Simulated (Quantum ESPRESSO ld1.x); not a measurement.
Values are calculated unless marked as measured or tabulated.
One sound ld1.x (Quantum ESPRESSO 7.5) input for the aluminium ion Al3+ gives E = -239.3400 hartree in 25 iterations:

```
 &input
    zed=13.0,
    iswitch=1,
    rel=0,
    dft='PZ',
    config='[Ne]',
    prefix='ld1',
    max_out_wfc=37,
    file_charge='ld1.rho',
 /
```

Changed or added lines, one case at a time, and what came of them:

- rel=4: refused. The program stops in ld1_readin with "wrong rel": rel takes 0, 1 or 2.
- atom='D2' (without zed): crashed. The symbol names no element; the program warns, takes a nuclear charge of zero and dies without a result.
- config='[Ne] 3f1': refused. The program stops in el_config with "main/angular quantum number mismatch": l must be smaller than n.
- config='[Ne] 3p2': ran as typed. The string holds 12 electrons for Z = 13, so the species has charge 1 and is not the one meant. The run is valid for that other species.
- dft='PBEE': silently wrong. The misspelt name is not refused: the parser picks the pieces it recognises inside the string (index line 0 0 3 4 0 0 0), so another functional than the one meant is run.
- config='[Ne] 3s4': refused. The program stops in el_config with "wrong occupancy:4": an s shell holds at most 2 electrons.
- tr2=1e-3: inaccurate. The cycle stops early, after 4 iterations, and the energy is off by -0.1339 hartree against the sound run.
